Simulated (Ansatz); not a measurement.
`C[O][GeH]([F])[AlH2]` + `CCC(C)C#N` → `C[O][GeH]([F])[C]#N` + `CC[CH](C)[AlH2]`  (formal exchange of groups at a Ge–Al bond)

Isolated molecules relaxed with PBE0-D4/def2-TZVP in Ansatz; ΔE leaves out vibrations. CBS: MP2 limit from def2 TZ/QZ plus the TZ coupled-cluster correction, frozen cores. Functionals use def2-TZVPP. For Ge outer-core shells are correlated without core-valence functions, which leaves a few kJ/mol of doubt a bond. Scalar relativity is left out up to krypton. Each species was taken in one conformer, which may not be the lowest.

| level | ΔE (kJ/mol) |
| --- | --- |
| r2SCAN-D4 | 42.7 |
| ωB97M-V | 36.5 |
| r2SCAN | 43.1 |
| HF/def2-TZVPP | 44.0 |
| MP2/def2-TZVPP | 28.5 |
| CCSD/def2-TZVPP | 34.0 |
| MP2/def2-QZVPP | 31.8 |
| CCSD/CBS(def2) | 39.9 |

Question: What does CCSD(T)/CBS give? (An estimate is asked.)

Answer: Computed: +37.9 kJ/mol. The listed levels differ from it by 4.8, -1.4, 5.2, 6.1, -9.4, -3.9, -6.1, 2.0 kJ/mol.

Largest T1 diagnostic among the species: 0.013.

The D4 term adds −3.3 kJ/mol with B3LYP and −1.5 kJ/mol with PBE0; it sums over pairs of atoms, weighted by their polarisabilities, and B3LYP, whose exchange is more repulsive, gets the larger term. In def2-TZVPP, CCSD(T) changes the Hartree–Fock value by −11.9 kJ/mol (the triples alone add −1.9 kJ/mol) and MP2 by −15.5 kJ/mol.

B3LYP here is the variant with VWN-RPA as its local correlation; programs differ in this.
